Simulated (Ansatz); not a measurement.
Computed with Ansatz on PBE0-D4/def2-TZVP structures; ΔE is electronic, products minus reactants. CCSD(T)/CBS adds triple-zeta CCSD(T) − MP2 to the extrapolated MP2 energy (def2 sets, frozen cores). This one scheme is used for every species, atoms too. DFT in def2-TZVPP. No spin–orbit coupling; open shells (•) take unrestricted orbitals. Spin–orbit coupling would lower the free atoms: a little for Cl. Bonds to Ga are less sure, by a few kJ/mol each and by 10 to 20 or more in all where they break to atoms, as the def2 sets lack core-valence functions. Scalar relativity is left out up to krypton. One conformer a species, not always the lowest.

Consider the hydrogen abstraction from a Ga–H bond: `[F][GaH][O][SiH3]` + Cl• → `[F][Ga][O][SiH3]`• + HCl.

(1) Is it downhill or uphill in electronic energy at CCSD(T)/CBS, and by how much? (Best estimate.)

(2) What do these levels give: PBE-D4, r2SCAN0-D4, BHLYP-D4, ωB97M-V, HF/def2-TZVPP, MP2/CBS(def2)? (Best estimate.)

Largest T1 diagnostic among the species: 0.016.

Results:

(1) Computed: Downhill: ΔE = -20.1 kcal/mol.

(2) Computed: PBE-D4 -27.3, r2SCAN0-D4 -22.3, BHLYP-D4 -17.9, ωB97M-V -22.8, HF/def2-TZVPP -11.4, MP2/CBS(def2) -23.4 kcal/mol.

From r2SCAN to r2SCAN0 (25 % exact exchange), in def2-TZVPP and without D4, ΔE moves by +2.4 kcal/mol. At CCSD(T), def2-SVP lies +4.4 kcal/mol from the extrapolated value and def2-TZVPP +0.6 kcal/mol. Leaving LDA and LC-ωPBE aside and taking each functional with its dispersion term where it has one, the values spread over 9.4 kcal/mol, from PBE-D4 to BHLYP-D4. LDA lies −3.6 kcal/mol from PBE without D4.
